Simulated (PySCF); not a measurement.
## Working out the excitation energy of B

B [He] 2s2 2p1 (2P) → B [He] 2s2 3s1 (2S). All numbers are calculated (PySCF 2.14, scalar relativity by spin-free X2C-1e, in aug-cc-pCVTZ-DK (7s6p4d2f, 59 functions)). Frozen: nothing. Energies in hartree (1 hartree = 27.21139 eV):

```json
{"part": "UHF", "B (lower)": "-24.538927", "B (upper)": "-24.353864"}
{"part": "CCSD correlation", "B (lower)": "-0.110919", "B (upper)": "-0.112913"}
{"part": "(T)", "B (lower)": "-0.001731", "B (upper)": "-0.001448"}
```

Task: What does Hartree-Fock give?

Result: (-24.353864) − (-24.538927) = 0.185063 hartree = 5.036 eV.

Task: What do CCSD and CCSD(T) give?

Result: The CCSD correlation energies differ by -0.001994 hartree = -0.054 eV and the triples by 0.000283 hartree = 0.008 eV, so CCSD gives 4.982 eV and CCSD(T) 4.990 eV.

Measured between the centres of the two terms (NIST): 4.963 eV, so CCSD(T) (valence and next inner shell) is off by 0.027 eV.

What remains against the reference includes basis incompleteness and higher excitations.
